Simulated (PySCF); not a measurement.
1,1-difluorobut-1-ene (C4H6F2), SMILES CCC=C(F)F.

Geometry: PBE0-D3(BJ)/def2-SVP. One conformer was computed; it need not be the lowest.

Two levels are set side by side: PBE/def2-TZVP (PySCF) and B3LYP/def2-TZVP (PySCF). Same geometry, gas phase. Differences are taken from unrounded values.

```csv
quantity,B3LYP
orbital gap (eV),7.40
highest occupied level (eV),-6.98
lowest empty level (eV),0.42
dipole moment (D),1.54
mean polarisability (bohr³),50.8
```

**Question.** What does PBE give, and how far is it from B3LYP? (Estimate from the structure and the level; the computed values follow.)

**Answer.** 
| quantity | PBE | PBE minus B3LYP |
|---|---|---|
| orbital gap (eV) | 5.62 | -1.78 |
| highest occupied level (eV) | -5.90 | 1.08 |
| lowest empty level (eV) | -0.29 | -0.70 |
| dipole moment (D) | 1.35 | -0.19 |
| mean polarisability (bohr³) | 52.2 | 1.4 |

PBE's occupied levels lie high since its potential decays too fast outside the molecule; exact exchange lowers them and widens the gap. Differences between two approximate levels are no errors against the true value.

Rough cost on one machine, each run with all the roots and properties that it gave: B3LYP against PBE within a factor of 2.
